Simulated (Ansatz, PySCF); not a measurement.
Breaking the Al1–H2 bond in AlClFH (SMILES [F][AlH][Cl]) (multiplicity 1 held, fragments rigid). Energies count from the point at 1.555 Å.
Geometry at that point (charge 0, multiplicity 1):
```xyz
4

Al    -0.56121     0.17721    -0.47070
H     -1.75578    -0.36995    -1.30319
F     -0.21593     1.78615    -0.49600
Cl     0.64676    -1.05936     0.69920
```

R- and RO- levels are restricted; in cc, def2 and unpolarised 6-31G sets they are followed outwards from rest. U- levels take the lowest unrestricted solution at each point, which mixes spins at long bonds. Curves can end on different states.

Cores are frozen in the correlated methods. Rows in 6-31G* carry no dispersion term and start afresh at each structure (6-31G* with six Cartesian d functions).

Run with Ansatz (Gaussian basis) for Hartree–Fock, density functionals and correlated methods; PySCF for 6-31G* rows. 

Question: One of these levels gives 456.9 kJ/mol for the energy at R = 4.977 Å. Which?
A. R-HF/6-31G*
B. R-SCS-MP2/cc-pV(T+d)Z
C. U-B3LYP/6-31G*
D. U-HF/6-31G*

Answer: B, R-SCS-MP2/cc-pV(T+d)Z. The others give 716.5 (R-HF/6-31G*), 286.1 (U-HF/6-31G*), 362.1 (U-B3LYP/6-31G*)

Doubts at one or more of the structures used: a restricted determinant that unrestricted orbitals would lower (R-HF/6-31G*, R-SCS-MP2/cc-pV(T+d)Z); a spin-contaminated determinant (U-HF/6-31G*, U-B3LYP/6-31G*).

Ansatz is an electronic-structure program.
